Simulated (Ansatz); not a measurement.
1-butyl-3-methylimidazolium, `CCCCn1cc[n+](C)c1`, relaxed as a singlet with RKS PBE0-D4/def2-SVP in Ansatz, starting from the GFN2-xTB geometry. Force threshold 0.03 eV/Å.

Start:

Cartesian coordinates in Å:
```
C -3.4225 -0.8784 0.1582
C -2.0002 -0.7801 0.6962
C -1.5902 0.6810 0.8707
C -0.1979 0.8461 1.4866
N 0.8413 0.3607 0.6049
C 1.5481 -0.7909 0.7567
C 2.4022 -0.8882 -0.3005
N 2.1998 0.2062 -1.0845
C 2.9174 0.5063 -2.2946
C 1.2501 0.9460 -0.5183
H -4.1201 -0.4090 0.8466
H -3.7121 -1.9178 0.0359
H -3.5048 -0.3816 -0.8057
H -1.9443 -1.2903 1.6598
H -1.3162 -1.2851 0.0090
H -1.6305 1.1931 -0.0928
H -2.3023 1.1704 1.5354
H -0.0067 1.9002 1.7008
H -0.1361 0.2819 2.4185
H 1.4069 -1.4502 1.5882
H 3.1238 -1.6420 -0.5417
H 2.4669 1.3643 -2.7883
H 2.8916 -0.3514 -2.9673
H 3.9603 0.7351 -2.0680
H 0.8756 1.8738 -0.9055
```

```
step  energy (eV)  largest force component (eV/Å)  SCF passes
   1  -11493.7352                           0.808          17
   2  -11493.8095                           0.463          20
   3  -11493.8202                           0.087          20
   4  -11493.8216                           0.021          14
```

Force components are those of the run's own axes.

End:

```xyz
25

C    -3.4212   -0.9053    0.1452
C    -2.0066   -0.7629    0.6842
C    -1.6008    0.6887    0.9008
C    -0.2093    0.8781    1.4845
N     0.8515    0.3693    0.6053
C     1.5445   -0.8046    0.7646
C     2.3976   -0.9161   -0.2946
N     2.2047    0.1935   -1.0817
C     2.9287    0.4997   -2.3066
C     1.2653    0.9542   -0.5185
H    -4.1585   -0.4671    0.8362
H    -3.6887   -1.9622    0.0017
H    -3.5345   -0.3986   -0.8265
H    -1.9157   -1.3086    1.6407
H    -1.2988   -1.2494   -0.0119
H    -1.6839    1.2547   -0.0448
H    -2.3034    1.1762    1.5976
H     0.0063    1.9379    1.6837
H    -0.1023    0.3406    2.4375
H     1.3807   -1.4663    1.6120
H     3.1201   -1.6898   -0.5443
H     2.4773    1.3774   -2.7841
H     2.8650   -0.3541   -2.9939
H     3.9817    0.7126   -2.0763
H     0.9003    1.9020   -0.9107
```

By distances, no bond broke or formed. The bond that changes most is C4–N5, from 1.45 to 1.47 Å (atoms count from 1).

No frequencies were taken in this run, so the end may be a saddle point.

Hardware: 4 threads of Arm Neoverse N1 on a shared host. Wall time 41 s, peak host memory 0.81 GiB.
